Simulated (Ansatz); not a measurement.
Start from `[NH2][Zn][CH2][TeH]` and change one atom or group to get `B[CH2][Zn][NH2]`.

Ansatz, PBE0-D4/def2-TZVP geometries, multiplicity 1. Each molecule was computed in one conformer, which needn't be the lowest.

Elements past krypton have def2 core potentials. Scalar relativity is left out up to krypton. Spin–orbit coupling is left out; it splits and shifts lone-pair levels of the heavy atoms by tenths of an eV.

```
                                      property  `[NH2][Zn][CH2][TeH]`
             HOMO energy (PBE/def2-TZVPP) / eV                  -4.95
            LUMO energy (PBE0/def2-TZVPP) / eV                  -0.77
       HOMO–LUMO gap (ωB97M-V/def2-TZVPP) / eV                   8.88
            HOMO energy (PBE0/def2-TZVPP) / eV                  -5.99
         LUMO energy (ωB97M-V/def2-TZVPP) / eV                   0.77
size of the dipole moment (PBE/def2-TZVPP) / D                   1.94
```

Task: What does the change do to each property? (Best estimate.)

Result: The calculation gave: 
```tsv
property	`B[CH2][Zn][NH2]`	shift
HOMO energy (PBE/def2-TZVPP) / eV	-5.74	-0.79
LUMO energy (PBE0/def2-TZVPP) / eV	-1.00	-0.23
HOMO–LUMO gap (ωB97M-V/def2-TZVPP) / eV	10.15	1.27
HOMO energy (PBE0/def2-TZVPP) / eV	-7.02	-1.03
LUMO energy (ωB97M-V/def2-TZVPP) / eV	0.75	-0.02
size of the dipole moment (PBE/def2-TZVPP) / D	1.44	-0.50
```

With PBE0 the HOMO falls by 1.03 eV and the LUMO falls by 0.23 eV, so the gap widens by about 0.80 eV. PBE moves the HOMO by -0.79 eV and ωB97M-V by -1.29 eV. Dipoles are sizes alone; their direction can turn.

Positive LUMOs are unbound, so they and the gaps depend on the basis.
